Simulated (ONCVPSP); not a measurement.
# Scattering properties, ONCV potential for Fe (Z = 26)

iron, optimised norm-conserving Vanderbilt (ONCV), made with ONCVPSP 4.0.1 (PBE, scalar-relativistic). Core [Ar], reference 3d6 4s1 4p1. Waves: 4s: rc 2.55 bohr, ncon 4, nbas 7, qcut 3 1/bohr, 2 projectors, debl 2.4 Ha; 4p: rc 2.65 bohr, ncon 3, nbas 6, qcut 3.3 1/bohr, 2 projectors, debl 1.2 Ha; 3d: rc 1.20 bohr, ncon 3, nbas 7, qcut 12.2 1/bohr, 3 projectors, debl 1.8 Ha. Local part: polynomial inside 1.20 bohr (lpopt 5, dvloc0 6 Ha). Core correction: polynomial model core, fcfact 0.7.

The phase is arctan(r·R′/R) of the radial function R(r), unwrapped; energies in Ha, scanned from -2 to 5 Ha. A pole is an energy at which the radial function vanishes at the test radius. The pseudo phase is shifted by a multiple of π to meet the all-electron one at the reference energy, and phase errors are pseudo minus all-electron; the curves can meet again beyond the range given. Levels narrower than the energy grid can be missing from the lists of poles.

```
channel  radius (bohr)  reference energy (Ha)  poles, all-electron  poles, pseudo  unbroken range about the reference energy with phases within 0.05 rad  phase error 1 Ha above the reference energy (rad)
      s           2.58                  -0.23           0.69, 4.85     0.69, 2.93                                                              below 2.7                                             -0.001
      p           2.70                  -0.08           1.02, 4.77     1.02, 3.48                                                              below 2.1                                             -0.000
      d           1.22                  -0.34                 1.09           1.09                                                        the whole range                                             -0.000
```

Note: no bound ghost flagged; GHOST(+) flagged for s at 79.7 eV.

Phases in the d channel:

| E (Ha) | all-electron | pseudo |
| --- | --- | --- |
| -1.98 | 0.628 | 0.628 |
| -1.80 | 0.507 | 0.507 |
| -1.62 | 0.354 | 0.354 |
| -1.44 | 0.164 | 0.164 |
| -1.26 | -0.060 | -0.060 |
| -1.08 | -0.303 | -0.303 |
| -0.90 | -0.540 | -0.540 |
| -0.72 | -0.749 | -0.749 |
| -0.54 | -0.922 | -0.922 |
| -0.36 | -1.061 | -1.061 |
| -0.18 | -1.172 | -1.172 |
| 0.00 | -1.261 | -1.261 |
| 0.18 | -1.334 | -1.334 |
| 0.36 | -1.395 | -1.395 |
| 0.54 | -1.447 | -1.447 |
| 0.72 | -1.492 | -1.492 |
| 0.90 | -1.533 | -1.533 |
| 1.08 | -1.569 | -1.569 |
| 1.26 | -1.603 | -1.603 |
| 1.44 | -1.634 | -1.634 |
| 1.62 | -1.664 | -1.664 |
| 1.80 | -1.693 | -1.693 |
| 1.98 | -1.722 | -1.722 |
| 2.16 | -1.750 | -1.750 |
| 2.34 | -1.780 | -1.780 |
| 2.52 | -1.810 | -1.810 |
| 2.70 | -1.842 | -1.842 |
| 2.88 | -1.877 | -1.877 |
| 3.06 | -1.914 | -1.914 |
| 3.24 | -1.955 | -1.955 |
| 3.42 | -2.001 | -2.001 |
| 3.60 | -2.054 | -2.054 |
| 3.78 | -2.114 | -2.114 |
| 3.96 | -2.185 | -2.185 |
| 4.14 | -2.269 | -2.269 |
| 4.32 | -2.369 | -2.369 |
| 4.50 | -2.490 | -2.490 |
| 4.68 | -2.634 | -2.634 |
| 4.86 | -2.802 | -2.801 |
